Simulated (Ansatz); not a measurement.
A structure relaxed at B3LYP-D4/def2-SVP in Ansatz, charge 1, singlet:

```xyz
6

In    0.257   -0.297   -2.178
Pt   -1.109    1.644   -0.346
Pt   -1.874   -0.727   -0.117
Pt    1.980   -0.642   -0.052
Pt    0.788    1.297    1.222
Pt   -0.041   -1.275    1.471
```

(1) Give its formula and point group.

(2) Summarise the bond lengths by kind (pairs closer than 1.2 times the sum of covalent radii, bridged metal pairs left out).

Answers

(1) the cluster InPt5⁺. Point group Cs (tolerance 0.1 Å).

(2) 6 × Pt–Pt 2.49 to 2.71 Å; 3 × In–Pt 2.76 to 3.00 Å.

In the def2 sets In, Pt take a core potential; there is no spin–orbit coupling. The restricted singlet is unstable towards broken spin symmetry in Hartree–Fock (as tested in another run); at B3LYP-D4/def2-SVP this wasn't settled. Another isomer (singlet) lies 0.09 eV lower at PBE0-D4/def2-TZVP; other spin states weren't run for this one.
